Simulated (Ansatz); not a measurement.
CuH$_{2}$N (`[NH2][Cu]`). The species carries charge 0 and has multiplicity 1. For Cu the d shell is correlated and the shells below it are frozen. Scalar relativity is left out up to krypton.

```xyz
4

N     0.2625   -0.1870   -0.2582
Cu   -1.5242    0.1997   -0.1667
H     0.4981   -0.7081    0.5856
H     0.7636    0.6954   -0.1607
```

Question: Give the diagnostics of a CCSD(T)/def2-TZVPP run (frozen core, Ansatz). (Estimate.)

Answer: Computed: T1 = 0.0375, largest single amplitude 0.098, largest double 0.030, (T) share of the correlation energy 4.2 %, 19 CCSD cycles. The RHF solution is stable towards an unrestricted one. T1 lies over the customary mark of 0.02 for closed shells; compounds of d metals often pass it without a breakdown.
